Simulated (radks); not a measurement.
Results of a calculation; reference values are marked as such.
Spherical quantum dot in the effective-mass picture: electrons in a parabolic well V = omega^2 r^2 / 2 with omega = 0.679, with a point charge +2 (a donor) at the centre, all in effective atomic units (hartree* = m*/eps^2 hartree, bohr* = eps/m* bohr), one dielectric constant everywhere. Level of theory: non-relativistic Kohn-Sham, LDA (Slater exchange, Perdew-Wang correlation), spin-polarised, spherical densities (a radial shooting solver with Libxc functionals). Levels are named by radial order and angular momentum (1s, 1p, 1d, 2s, ...), and open shells are averaged over m.

N = 29, configuration 1s2 1p6 1d10 2s2 1f(up 7, down 0) 2p(up 2, down 0). This is the lowest configuration that the search found. Occupied and some empty levels:

level,occupation,eigenvalue (hartree*),<r> (bohr*)
1s up,1,9.2814,1.035
1s down,1,9.3184,1.015
1p up,3,10.005,2.711
2s up,1,10.020,2.778
1p down,3,10.065,2.691
2s down,1,10.077,2.760
1d up,5,10.314,3.164
1d down,5,10.378,3.151
1f up,7,10.641,3.459
2p up,2,10.691,2.877
1f down,0,10.709,3.456
2p down,0,10.753,2.904
3s up,0,10.828,3.031
3s down,0,10.881,3.063
1g up,0,10.999,3.694
1g down,0,11.067,3.699
2d up,0,11.145,3.243
2d down,0,11.199,3.269

Energy (hartree*): total 174.349, kinetic 19.915, external 38.296, Hartree 127.34, exchange-correlation -11.199.
